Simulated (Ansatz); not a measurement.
Cr(OH)3 (CrH3O3), SMILES [Cr]([OH])([OH])[OH] (connectivity only; charge and spin as stated), neutral, multiplicity 4.

The structure is a stationary point at PBE0-D3(BJ)/def2-SVP. The multiplicity is an assumed one; other spin states were not compared. Other conformers were not sampled.

Two levels are set side by side: PBE/def2-SVPD (Ansatz, a program for electronic structure) and CAM-B3LYP/def2-SVPD (Ansatz). Energy differences of separate SCF runs at the same geometry; the states with an electron removed or added have multiplicity 3 and 5. Differences are taken from unrounded values.

```json
[
 {"quantity": "vertical ionisation energy (eV)", "CAM-B3LYP": "9.91"}
]
```

**Question.** What does PBE give, and how far is it from CAM-B3LYP? (An estimate is asked for; the answer gives what the named calculation found.)

**Answer.** 
```csv
quantity,PBE,PBE minus CAM-B3LYP
vertical ionisation energy (eV),8.94,-0.97
```
